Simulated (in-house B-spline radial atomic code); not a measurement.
**Excitations of the aluminium ion Al⁺ by several methods**

Full response, energies in eV; labels give the largest channel, * marks a mixed state, a dash one above the method's threshold, and an imaginary frequency an unstable closed-shell reference. Computed with an all-electron radial atomic-structure program (B-spline basis): linear response of the closed shell [Ne] 3s2 with each method's own kernel (bare exchange for TDHF, static screening on G0W0 levels for BSE, the adiabatic kernel for functionals); scalar-relativistic (spin-free one-electron X2C), finite nucleus, no spin-orbit coupling, no double excitations, S, P, D and F terms only.

```json
{"method": "TDHF", "3s → 3p 3P": "2.934", "3s → 3p 1P": "7.147", "3s → 4s 3S": "10.348", "α (bohr³)": "26.26"}
{"method": "BSE on G0W0@HF", "3s → 3p 3P": "4.305", "3s → 3p 1P": "7.664", "3s → 4s 3S": "11.449", "α (bohr³)": "22.89"}
{"method": "LDA VWN5", "3s → 3p 3P": "4.688", "3s → 3p 1P": "7.508", "3s → 4s 3S": "11.005", "α (bohr³)": "23.31"}
{"method": "PBE", "3s → 3p 3P": "4.207", "3s → 3p 1P": "7.394", "3s → 4s 3S": "10.754", "α (bohr³)": "24.15"}
{"method": "PBE0", "3s → 3p 3P": "4.053", "3s → 3p 1P": "7.332", "3s → 4s 3S": "10.868", "α (bohr³)": "24.66"}
{"method": "B3LYP (VWN-RPA)", "3s → 3p 3P": "4.430", "3s → 3p 1P": "7.456", "3s → 4s 3S": "10.898", "α (bohr³)": "23.77"}
{"method": "CAM-B3LYP", "3s → 3p 3P": "4.376", "3s → 3p 1P": "7.440", "3s → 4s 3S": "10.961", "α (bohr³)": "23.88"}
{"method": "LC-wPBE", "3s → 3p 3P": "?", "3s → 3p 1P": "?", "3s → 4s 3S": "?", "α (bohr³)": "?"}
{"method": "wB97X", "3s → 3p 3P": "?", "3s → 3p 1P": "?", "3s → 4s 3S": "?", "α (bohr³)": "?"}
{"method": "HSE06", "3s → 3p 3P": "4.118", "3s → 3p 1P": "7.372", "3s → 4s 3S": "10.914", "α (bohr³)": "24.4"}
{"method": "BHandHLYP", "3s → 3p 3P": "4.237", "3s → 3p 1P": "7.385", "3s → 4s 3S": "10.911", "α (bohr³)": "24.36"}
{"method": "BLYP", "3s → 3p 3P": "4.496", "3s → 3p 1P": "7.502", "3s → 4s 3S": "10.731", "α (bohr³)": "23.4"}
{"method": "PBEsol", "3s → 3p 3P": "4.234", "3s → 3p 1P": "7.400", "3s → 4s 3S": "10.784", "α (bohr³)": "24.09"}
{"method": "BP86", "3s → 3p 3P": "4.261", "3s → 3p 1P": "7.438", "3s → 4s 3S": "10.981", "α (bohr³)": "23.87"}
{"method": "LDA exchange-only", "3s → 3p 3P": "3.822", "3s → 3p 1P": "7.416", "3s → 4s 3S": "10.022", "α (bohr³)": "23.92"}
{"method": "B97-1", "3s → 3p 3P": "4.401", "3s → 3p 1P": "7.327", "3s → 4s 3S": "10.825", "α (bohr³)": "24.68"}
{"method": "RPBE", "3s → 3p 3P": "4.014", "3s → 3p 1P": "7.294", "3s → 4s 3S": "10.620", "α (bohr³)": "24.83"}
{"method": "OLYP", "3s → 3p 3P": "3.856", "3s → 3p 1P": "7.194", "3s → 4s 3S": "10.394", "α (bohr³)": "25.46"}
```

What does LC-wPBE give?

3s → 3p 3P: 3.734; 3s → 3p 1P: 7.220; 3s → 4s 3S: 11.048; α: 25.32 (eV, bohr³).

What does wB97X give?

3s → 3p 3P: 4.621; 3s → 3p 1P: 7.388; 3s → 4s 3S: 11.050; α: 24.29 (eV, bohr³).

How do the methods fare for 3s → 3p 3P against experiment?

The measured term average is 4.651 eV (NIST). Among the methods with a real root, errors run from -1.72 eV (TDHF) to +0.04 eV (LDA VWN5); wB97X is closest (-0.03 eV).

How do the methods fare for 3s → 3p 1P against experiment?

The measured term average is 7.421 eV (NIST). Among the methods with a real root, errors run from -0.27 eV (TDHF) to +0.24 eV (BSE on G0W0@HF); LDA exchange-only is closest (-0.00 eV).
